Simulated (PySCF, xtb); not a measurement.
Ge(H)(F)2(OH) (F₂GeH₂O), SMILES [OH][GeH]([F])[F]. One conformer was computed; it need not be the lowest.

Harmonic wavenumbers (cm⁻¹) from GFN2-xTB run with xtb 6.7.1 at its own minimum, in rising order: 143, 182, 218, 230, 489, 505, 532, 550, 625, 784, 2145, 3583.

Question: What does PySCF 2.14.0 with B3LYP-D3(BJ)/def2-SVP give at its own minimum? (The exact figures need the calculation; the answer reports its results.)

Answer: 165, 239, 271, 279, 710, 719, 725, 739, 762, 904, 2252, 3832. Paired by order, the mean absolute difference is 134 cm⁻¹ and the zero-point energies are 14.3 and 16.6 kcal/mol.
